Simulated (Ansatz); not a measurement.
Consider the atomization: `O[CH2][In]([F])[F]` → C• + 2 F• + 3 H• + In• + O•.

Calculated with Ansatz (gas phase, PBE0-D4/def2-TZVP geometries, no zero-point term in ΔE). CCSD(T)/CBS is the MP2 limit (def2-TZVPP, def2-QZVPP) plus CCSD(T) − MP2 in def2-TZVPP, frozen cores. This one scheme is used for every species, atoms too. DFT in def2-TZVPP. No spin–orbit coupling; open shells (•) take unrestricted orbitals. Spin–orbit coupling would lower the free atoms: a little for C, F, O; strongly for In. def2 core potentials past Kr. Bonds to In are less sure, by a few kJ/mol each and by 10 to 20 or more in all where they break to atoms, as the def2 sets lack core-valence functions. One conformer a species, not always the lowest.

`O[CH2][In]([F])[F]`:

```xyz
8

O    -1.289    0.891   -0.472
C    -0.159    0.955    0.333
In    0.998   -0.829   -0.102
F    -0.545   -1.993   -0.541
F     2.641   -1.821   -0.301
H    -1.674    0.007   -0.417
H    -0.374    0.933    1.406
H     0.402    1.856    0.093
```

```
          level  ΔE (kJ/mol)
          BHLYP       2546.6
CCSD/def2-TZVPP       2594.7
```

Problem. What does CCSD(T)/CBS give? (An estimate is asked.)

Solution. The calculation gave: +2751.9 kJ/mol. The listed levels differ from it by -205.3, -157.2 kJ/mol.

Largest T1 diagnostic among the species: 0.016.

From r2SCAN to r2SCAN0 (25 % exact exchange), in def2-TZVPP and without D4, ΔE moves by −96.0 kJ/mol: exact exchange takes away binding that semilocal exchange gives to molecules. In def2-TZVPP, CCSD(T) changes the Hartree–Fock value by +830.6 kJ/mol (the triples alone add +59.1 kJ/mol) and MP2 by +922.9 kJ/mol; breaking electron pairs costs correlation energy, which Hartree–Fock lacks.

For atomizations the MP2-based limit and the directly extrapolated one differ by several kJ/mol either way, and by 10 to 25 for some Ge, Se and Sn compounds, so smaller differences from it don't rank the levels.
